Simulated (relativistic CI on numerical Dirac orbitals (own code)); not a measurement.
## Ir2+: resonant inelastic scattering at the N6,7 edge

Computed with this model: Dirac-Coulomb-Breit CI, KLI orbitals optimised for each configuration, model QED, valence Slater integrals scaled by 0.8, Kramers-Heisenberg scattering through one core-hole configuration in a parametric crystal field; configurations [Xe] 4f14 5d7 → [Xe] 4f13 5d8; 300 K; core-hole width 0.45 eV; summed over polarisations. Incident energies are the highest absorption maxima for each field (at most a few, so the weaker spin-orbit partner edge can be absent), on the computed scale of the free ion. Intensities are in per cent of the strongest line above 0.02 eV; levels within 1 cm⁻¹ are merged; final levels count from the ground level, the first row holds all elastic scattering, lines under 0.4 are left out and each table stops after 24 rows. The scale of the Slater integrals is a model choice and moves the terms in proportion.

Field parameters in Wybourne normalisation: D3d B²₀ = −7Dσ, B⁴₀ = −14Dq − 21Dτ, B⁴₃ = −14√(10/7) Dq. The field is a parameter set, without covalency.

S is read from ⟨S²⟩ = S(S + 1).

D3d, 10Dq = 26000, Dσ = -1200, Dτ = 120 cm⁻¹:

```csv
Final level (eV),Degeneracy,Irrep,S,59.5 eV,60.4 eV,62.4 eV
0.000,2,Γ4,0.61,177.3,417.1,73.9
0.054,2,Γ5+Γ6,0.62,41.0,100.0,22.1
1.429,2,Γ4,1.48,3.9,3.0,11.2
1.618,2,Γ5+Γ6,1.44,17.3,5.7,7.9
1.694,2,Γ4,1.44,17.4,6.2,3.4
2.170,2,Γ4,1.47,6.9,2.3,7.0
2.273,2,Γ5+Γ6,1.43,9.3,3.1,5.7
2.370,2,Γ4,1.46,18.9,4.7,8.7
2.899,2,Γ4,0.60,7.7,70.5,11.2
2.915,2,Γ5+Γ6,0.61,4.7,43.5,7.7
3.249,2,Γ4,0.59,16.1,3.2,12.1
3.351,2,Γ4,0.58,3.8,15.6,2.4
3.412,2,Γ5+Γ6,0.59,15.8,6.3,7.0
3.546,2,Γ4,0.58,6.8,4.4,15.5
3.744,2,Γ5+Γ6,0.63,9.9,18.6,2.9
3.888,2,Γ4,0.63,8.0,52.4,6.8
4.082,2,Γ4,0.55,3.3,5.4,2.9
4.820,2,Γ4,0.86,0.3,2.6,2.4
4.894,2,Γ5+Γ6,1.43,0.0,0.1,1.1
4.914,2,Γ4,1.36,0.1,0.5,1.4
5.022,2,Γ4,1.39,0.1,0.3,2.8
5.171,2,Γ5+Γ6,1.36,0.3,0.2,1.3
5.222,2,Γ4,0.91,0.5,0.5,1.1
5.318,2,Γ4,1.28,0.0,0.3,1.4
```

D3d, 10Dq = 26000, Dσ = -860, Dτ = 120 cm⁻¹:

```tsv
Final level (eV)	Degeneracy	Irrep	S	59.4 eV	60.4 eV	62.3 eV
0.000	2	Γ4	0.61	193.2	444.5	71.2
0.043	2	Γ5+Γ6	0.62	27.8	100.0	16.9
1.422	2	Γ4	1.48	4.8	3.3	13.4
1.630	2	Γ5+Γ6	1.44	20.8	6.3	6.1
1.661	2	Γ4	1.44	22.4	6.7	3.7
2.177	2	Γ4	1.48	7.1	2.0	6.4
2.259	2	Γ5+Γ6	1.44	10.7	3.4	7.5
2.319	2	Γ4	1.45	19.9	5.2	10.0
2.897	2	Γ4	0.60	7.3	74.5	9.5
2.907	2	Γ5+Γ6	0.61	4.4	46.1	6.7
3.295	2	Γ4	0.59	16.9	4.1	10.4
3.349	2	Γ4	0.58	3.3	13.8	2.7
3.381	2	Γ5+Γ6	0.59	17.6	6.3	7.2
3.498	2	Γ4	0.57	6.8	3.8	17.5
3.746	2	Γ5+Γ6	0.63	7.4	24.5	2.6
3.842	2	Γ4	0.63	7.7	54.9	6.4
4.059	2	Γ4	0.55	2.8	5.2	2.5
4.813	2	Γ4	0.81	0.3	2.8	2.6
4.888	2	Γ5+Γ6	1.44	0.0	0.1	1.2
4.903	2	Γ4	1.38	0.1	0.3	1.5
5.013	2	Γ4	1.43	0.1	0.2	3.5
5.175	2	Γ5+Γ6	1.32	0.2	0.3	1.3
5.215	2	Γ4	0.94	0.4	0.5	1.4
5.306	2	Γ4	1.25	0.0	0.3	1.7
```

D3d, 10Dq = 26000, Dσ = -510, Dτ = 120 cm⁻¹:

| Final level (eV) | Degeneracy | Irrep | S | 59.4 eV | 60.4 eV | 62.3 eV |
| --- | --- | --- | --- | --- | --- | --- |
| 0.000 | 2 | Γ4 | 0.61 | 208.9 | 493.5 | 82.4 |
| 0.032 | 2 | Γ5+Γ6 | 0.62 | 29.8 | 100.0 | 17.7 |
| 1.412 | 2 | Γ4 | 1.48 | 5.1 | 3.6 | 14.2 |
| 1.631 | 2 | Γ4 | 1.44 | 24.2 | 7.5 | 4.3 |
| 1.639 | 2 | Γ5+Γ6 | 1.44 | 22.5 | 7.1 | 5.0 |
| 2.188 | 2 | Γ4 | 1.49 | 3.9 | 1.2 | 4.8 |
| 2.253 | 2 | Γ5+Γ6 | 1.44 | 13.5 | 4.2 | 9.0 |
| 2.274 | 2 | Γ4 | 1.44 | 23.6 | 6.5 | 12.2 |
| 2.892 | 2 | Γ4 | 0.61 | 7.5 | 79.4 | 9.6 |
| 2.895 | 2 | Γ5+Γ6 | 0.61 | 5.0 | 52.0 | 7.9 |
| 3.332 | 2 | Γ4 | 0.59 | 16.8 | 7.8 | 8.5 |
| 3.346 | 2 | Γ4 | 0.58 | 6.7 | 12.0 | 4.1 |
| 3.350 | 2 | Γ5+Γ6 | 0.59 | 20.4 | 6.4 | 8.3 |
| 3.459 | 2 | Γ4 | 0.56 | 6.0 | 2.5 | 21.7 |
| 3.756 | 2 | Γ5+Γ6 | 0.63 | 7.4 | 32.8 | 3.1 |
| 3.799 | 2 | Γ4 | 0.63 | 9.0 | 57.7 | 6.9 |
| 4.042 | 2 | Γ4 | 0.55 | 3.1 | 5.3 | 2.8 |
| 4.807 | 2 | Γ4 | 0.76 | 0.4 | 3.1 | 2.9 |
| 4.879 | 2 | Γ5+Γ6 | 1.44 | 0.0 | 0.1 | 1.5 |
| 4.888 | 2 | Γ4 | 1.40 | 0.1 | 0.2 | 1.7 |
| 5.001 | 2 | Γ4 | 1.46 | 0.1 | 0.1 | 4.1 |
| 5.178 | 2 | Γ5+Γ6 | 1.24 | 0.3 | 0.3 | 1.4 |
| 5.208 | 2 | Γ4 | 1.04 | 0.5 | 0.5 | 1.6 |
| 5.289 | 2 | Γ5+Γ6 | 0.93 | 0.1 | 0.6 | 1.2 |

For the first field the strongest loss at the lowest incident energy is the level at 0.05 eV (S = 0.62, against 0.61 in the thermal ground state). Levels of other spin, the first over 8 % at 1.43 eV, appear because spin-orbit coupling of the core hole, and in heavier ions of the valence shell too, mixes spins.
